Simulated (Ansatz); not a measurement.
Reaction (formal exchange of groups at a Ga–Si bond): `N#C[SiH2][GaH2]` + `BCl` → `Cl[BH][GaH2]` + `N#C[SiH3]`

Gas-phase electronic energies from Ansatz, PBE0-D4/def2-TZVP geometries. CCSD(T)/CBS is the MP2 limit (def2-TZVPP, def2-QZVPP) plus CCSD(T) − MP2 in def2-TZVPP, frozen cores. This one scheme is used for every species. DFT in def2-TZVPP. For Ga outer-core shells are correlated without core-valence functions, which leaves a few kJ/mol of doubt a bond. Scalar relativity is left out up to krypton.

```tsv
level	ΔE (kJ/mol)	difference from CCSD(T)/CBS
revPBE-D4	36.0	4.7
B97M-V	35.4	4.1
BHLYP-D4	36.8	5.5
r2SCANh	34.8	3.5
BHLYP	34.9	3.6
MP2/def2-SVP	35.0	3.7
CCSD/def2-SVP	34.1	2.8
MP2/def2-TZVPP	33.7	2.4
CCSD/def2-TZVPP	33.2	1.9
HF/def2-QZVPP	35.2	3.9
CCSD(T)/CBS	31.3	0
```

Largest T1 diagnostic among the species: 0.014.

Leaving LDA and LC-ωPBE aside and taking each functional with its dispersion term where it has one, the values, not all of them listed here, spread over 4.3 kJ/mol, from ωB97M-V to HSE06-D4.
